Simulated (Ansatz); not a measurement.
Reaction (substitution at a C–Ga bond): `N[CH2][Ga]([NH2])[OH]` + `[OH][InH2]` → `NC[O][InH2]` + `[NH2][GaH][OH]`

Program: Ansatz. Geometries: PBE0-D4/def2-TZVP. ΔE: electronic, gas phase. CCSD(T)/CBS adds triple-zeta CCSD(T) − MP2 to the extrapolated MP2 energy (def2 sets, frozen cores). DFT in def2-TZVPP. def2 core potentials past Kr. For Ga, In outer-core shells are correlated without core-valence functions, which leaves a few kJ/mol of doubt a bond. Scalar relativity is left out up to krypton. Each species was taken in one conformer, which may not be the lowest.

```tsv
level	ΔE (kJ/mol)
r2SCAN	25.8
MP2/def2-TZVPP	33.8
HF/def2-QZVPP	10.2
HF/CBS(def2)	10.0
```

Task: What does CCSD(T)/CBS give? (An estimate is asked.)

Result: The calculation gave: +33.3 kJ/mol. The listed levels differ from it by -7.5, 0.5, -23.1, -23.3 kJ/mol.

Largest T1 diagnostic among the species: 0.017.

In def2-TZVPP, CCSD(T) changes the Hartree–Fock value by +16.9 kJ/mol (the triples alone add +0.6 kJ/mol) and MP2 by +22.7 kJ/mol.
